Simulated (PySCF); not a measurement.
## Computed data sheet: `O([C@H]1C([SiH2]O[SiH2]1)=O)C(C)=O`

Compound: C₄H₈O₄Si₂.
Structure used (GFN2-xTB), in Å, numbered top down from 1:
```xyz
18
C4H8O4Si2 angstrom
C      3.242   -0.082   -0.038
C      1.784   -0.235   -0.348
O      1.345   -0.268   -1.489
O      1.028   -0.331    0.708
C     -0.371   -0.435    0.445
Si    -0.844   -0.165   -1.413
O     -2.481   -0.025   -1.050
Si    -2.989    0.418    0.424
C     -1.227    0.530    1.213
O     -0.803    1.327    2.017
H      3.405   -0.161    1.032
H      3.574    0.891   -0.394
H      3.810   -0.842   -0.569
H     -0.686   -1.445    0.727
H     -0.573    1.152   -1.969
H     -0.835   -1.387   -2.194
H     -3.775   -0.665    1.000
H     -3.612    1.730    0.360
```

Some functional groups and rings: ester, Si–H bond, siloxane link and C–Si bond.

**GFN2-xTB geometry**

| Property | Result |
| --- | --- |
| Point group of the GFN2-xTB geometry | C1 |
| Rotational constants A, B, C of the GFN2-xTB geometry | 1.957, 0.742, 0.570 GHz |

**PBE0/pcSseg-1 ground state and GIAO shieldings, non-relativistic (PySCF)**

| Quantity | Value |
| --- | --- |
| Dipole moment | 2.98 D |
| HOMO energy | -6.74 eV |
| LUMO energy | -1.17 eV |
| HOMO–LUMO gap | 5.57 eV |
| Lowest Hirshfeld atomic charge | -0.33 e on O7 |
| Highest Hirshfeld atomic charge | +0.40 e on Si8 |
| 13C chemical shifts (computed TMS as zero) by class | 241.1 (C9), 184.4 (C2), 83.4 (C5), 22.0 (C1) ppm |
| 1H chemical shifts (computed TMS as zero) by class | 5.42 (H16), 5.16 (H15), 5.13 (H17), 4.99 (H14), 4.69 (H18), 2.27 (H11/H12/H13) ppm |
| Isotropic shieldings of nuclei other than C and H, by class | -468 (O10), -48 (O3), 105 (O4), 264 (O7), 397 (Si8), 412 (Si6) ppm |
| Mayer bond orders between heavy atoms | C1–C2 1.00, C2–O3 1.69, C2–O4 1.21, O4–C5 0.81, C5–Si6 0.77, Si6–O7 0.80, O7–Si8 1.01, Si8–C9 0.81, C9–O10 1.99, C9–C5 0.92 |

Monoisotopic mass (most abundant isotopes): 175.9961 u.

With B = h/(8π²I), that is 505.379 GHz u Å² over I, the principal moments of inertia are 258.2, 680.7 and 886.9 u Å² (most abundant isotopes); the inertial defect Ic − Ia − Ib is -52.0 u Å² (zero for a rigid planar frame, negative otherwise). The dipole matches unit charges of opposite sign 0.62 Å apart (1 e·Å = 4.8032 D). The rotational constants make it an asymmetric top with κ = (2B − A − C)/(A − C) = -0.75, nearer the prolate limit (−1).

One conformer (not necessarily the lowest) at the GFN2-xTB geometry, without solvent or vibrations. GFN2-xTB frequencies show an imaginary mode (27i cm⁻¹), so this geometry is no minimum at that level. NMR classes are plain means over equivalent atoms (diastereotopic ones count apart unless rotation or inversion swaps them), as if these changed places fast; in this geometry the members of some classes differ.
